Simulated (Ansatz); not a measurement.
The molecule GeP, multiplicity 2 (lowest of 2S+1 = 2, 4 at CCSD(T)/def2-TZVPP on PBE0 minima; our sources give no spin for the ground state, which may be another). No spin–orbit coupling. Ge is treated without relativity. The T1 diagnostic near the minimum is 0.047, so single-reference values are doubtful.

Constants: fifth-degree fit in 1/R to seven points, most abundant isotopes. Runs in def2 and cc sets follow the lowest solution found near the PBE0 minimum.

The values were computed with Ansatz (Gaussian basis) for Hartree–Fock, density functionals and correlated methods. Each number belongs to the level named beside it.

Q: What bond length and harmonic frequency does B97M-V/def2-TZVPP give?

A: r_e = 2.149 Å, ω_e = 495 cm⁻¹.

Q: What bond length and harmonic frequency does B3LYP/def2-TZVPP give?

A: r_e = 2.160 Å, ω_e = 482 cm⁻¹.

Q: What bond length and harmonic frequency does PBE0/def2-TZVPP give?

A: r_e = 2.145 Å, ω_e = 499 cm⁻¹.

Ansatz is a program for electronic structure.
